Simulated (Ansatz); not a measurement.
Calculated with Ansatz (gas phase, PBE0-D4/def2-TZVP geometries, no zero-point term in ΔE). CCSD(T)/CBS adds triple-zeta CCSD(T) − MP2 to the extrapolated MP2 energy (def2 sets, frozen cores). One conformer a species, not always the lowest.

Reaction (isomerisation): `C=CB(N)[SiH2]F` → `NB(F)/C=C/[SiH3]`

| level | ΔE (kJ/mol) |
| --- | --- |
| HF/def2-TZVPP | -44.3 |
| CCSD(T)/def2-TZVPP | -33.8 |
| MP2/def2-QZVPP | -31.6 |
| CCSD/CBS(def2) | -30.7 |

**Question.** What does CCSD(T)/CBS give? (Best estimate.)

**Answer.** Ansatz gave: -29.9 kJ/mol. The listed levels differ from it by -14.4, -3.9, -1.7, -0.8 kJ/mol.

Largest T1 diagnostic among the species: 0.013.

In def2-TZVPP, CCSD(T) changes the Hartree–Fock value by +10.5 kJ/mol (the triples alone add +0.8 kJ/mol) and MP2 by +10.0 kJ/mol. From PBE to PBE0 (25 % exact exchange), in def2-TZVPP and without D4, ΔE moves by −3.1 kJ/mol.
